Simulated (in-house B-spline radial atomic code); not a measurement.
A fraction x of an electron is removed from 5s in Sr, starting from [Kr] 5s2 and keeping the highest spin. All numbers are computed (scalar-relativistic (X2C) PBEsol, spin-polarised, spherical fractional occupations; Fermi nucleus of rms radius 4.224 fm) with a B-spline radial code for spherical atoms, not measured.

```
   x  E(x) - E(0) (eV)  5s down level (eV)
   0            0.0000              -3.535
 0.1            0.3745              -3.956
0.17            0.6617              -4.252
0.37            1.5972              -5.103
0.47            2.1289              -5.531
 0.5            2.2967              -5.659
0.56            2.6439              -5.915
0.64            3.1308              -6.258
0.87            4.6851              -7.267
0.92            5.0541              -7.493
   1            5.6648                   -
```

The exact functional would give a straight line between the two integer points. Deviations E(x) - E(0) - x[E(1) - E(0)], in eV: -0.192 at x = 0.1, -0.301 at x = 0.17, -0.499 at x = 0.37, -0.534 at x = 0.47, -0.536 at x = 0.5, -0.528 at x = 0.56, -0.495 at x = 0.64, -0.243 at x = 0.87, -0.158 at x = 0.92.

The curve lies below the straight line by up to 0.536 eV (at x = 0.5): convex, the delocalisation error that favours fractional charges.

**Question.** How well does Slater's transition state (minus the level at half occupation) give the ionisation energy?

**Answer.** It gives 5.659 eV against 5.665 eV from the two total energies; NIST lists 5.69 eV, ground level to ground level.
